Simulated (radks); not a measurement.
Problem. All-electron atom: Sm+ in [Xe] 4f6 6s1 (the NIST ground configuration). Method: non-relativistic Kohn-Sham, PBE, spin-unpolarised, spherical densities, point nucleus; relativity is left out, which matters for an element this heavy; computed with a radial shooting solver on a logarithmic mesh with Libxc functionals. Some entries of the table are withheld. Estimate them.

orbital,occ.,eigenvalue (hartree),<1/r> (bohr^-1)
1s,2,-1618.863,61.46
2s,2,-255.9014,14.26
2p,6,-243.0241,14.28
3s,2,-55.99952,5.350
3p,6,-50.32204,5.287
3d,10,-39.74736,(1)
4s,2,-11.09593,(2)
4p,6,-8.91025,2.178
4d,10,-5.03688,1.969
5s,2,-1.62357,0.8723
5p,6,-1.04982,0.7649
4f,6,-0.42747,1.417
6s,1,-0.29194,0.3030

Solution. 
(1) 3d <1/r> (bohr^-1): 5.181
(2) 4s <1/r> (bohr^-1): 2.272
